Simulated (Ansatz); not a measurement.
Species: sum formula Sn₂OH₅, net charge 0, doublet state. It need not be the lowest isomer of its formula. 
Geometry from a B3LYP-D3(BJ)/def2-TZVP (Ansatz, a quantum-chemistry and plane-wave program) optimisation:
```
O
Sn 1 1.9741
Sn 1 1.9770 2 133.11
H 2 1.7083 1 105.25 3 -137.12
H 2 1.7109 4 112.30 1 116.00
H 2 1.7152 4 112.27 5 126.76
H 3 1.7386 1 102.87 2 163.25
H 3 1.7475 7 110.46 1 112.68
```
Charge 0, spin multiplicity 2.

Basis-set convergence of Hartree-Fock and CCSD correlation energies (hartree) with Ansatz. Valence correlation only, unless marked. Open shells are spin-unrestricted. Spin-orbit coupling is left out. Frozen are the shells of the preceding noble gas and the d and f shells that filled before the atom's block. In def2 rows, elements after Kr have scalar-relativistic effective core potentials.

```json
[
 {"basis": "def2-SVPD", "functions": "127", "E(HF)": "-504.36575", "E(corr, CCSD)": "-0.41695"},
 {"basis": "def2-TZVPPD", "functions": "237", "E(HF)": "[?]", "E(corr, CCSD)": "[?]"}
]
```

### Question
Fill in the missing entries.

### Answer

- def2-TZVPPD, E(HF): -504.47878
- def2-TZVPPD, E(corr, CCSD): -0.48917
